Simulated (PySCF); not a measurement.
C₃H₇NOSi, SMILES C#CCN[SiH2]O. Atoms are numbered in the order given.

```xyz
13

C      1.9813     1.8268    -0.0311
C      1.7468     0.6386     0.0250
C      1.4020    -0.7892     0.0957
N      0.0923    -1.0662     0.6483
Si    -1.3523    -0.6411    -0.2193
O     -1.7252     0.9827    -0.2138
H      2.2098     2.8760    -0.0742
H      1.4568    -1.2076    -0.9249
H      2.1825    -1.3173     0.6699
H      0.0660    -0.9552     1.6579
H     -2.5074    -1.3080     0.4316
H     -1.1092    -1.1313    -1.6097
H     -0.9919     1.5638    -0.4450
```

The structure is a stationary point at PBE0-D3(BJ)/def2-SVP. The structure was generated by enumeration, and PubChem lists no compound with its InChIKey, so it may never have been made. The values are those of a single conformer.

All values below come from TDDFT-PBE/def2-SVPD (PySCF 2.14.0).

Vertical excitations. Isolated molecule, no solvent.

Q: Give excitation energies, oscillator strengths and character. (The exact figures need the calculation; the answer reports its results.)

A: 
| state | energy (eV) | λ (nm) | f | main pairs |
|---|---|---|---|---|
| S1 | 5.49 | 226 | 0.038 | HOMO→LUMO 97 % |
| S2 | 5.74 | 216 | 0.010 | HOMO→LUMO+1 95 % |
| S3 | 5.77 | 215 | 0.002 | HOMO→LUMO+2 98 % |
| S4 | 6.26 | 198 | 0.001 | HOMO−1→LUMO 98 % |
| S5 | 6.46 | 192 | 0.012 | HOMO→LUMO+3 71 %, HOMO−2→LUMO 23 % |
| S6 | 6.51 | 190 | 0.006 | HOMO−2→LUMO 36 %, HOMO−3→LUMO 24 %, HOMO→LUMO+3 20 %, HOMO−1→LUMO+1 17 % |
| S7 | 6.55 | 189 | 0.017 | HOMO−1→LUMO+1 66 %, HOMO−1→LUMO+2 18 % |
| S8 | 6.65 | 186 | 0.001 | HOMO−3→LUMO 54 %, HOMO−1→LUMO+2 24 %, HOMO−2→LUMO 12 % |
| S9 | 6.70 | 185 | 0.008 | HOMO→LUMO+4 87 % |
| S10 | 6.74 | 184 | 0.031 | HOMO−2→LUMO+1 89 % |
| T1 | 5.08 | 244 | 0 | HOMO→LUMO 78 % |
| T2 | 5.45 | 228 | 0 | HOMO−1→LUMO+2 31 %, HOMO−2→LUMO 19 %, HOMO→LUMO 18 %, HOMO→LUMO+1 12 % |
| T3 | 5.51 | 225 | 0 | HOMO→LUMO+1 71 % |
| T4 | 5.60 | 221 | 0 | HOMO→LUMO+2 66 %, HOMO→LUMO+1 14 %, HOMO−1→LUMO 13 % |
Triplets are in the Tamm–Dancoff approximation, which puts them higher than full response would, so one can lie above its singlet here.
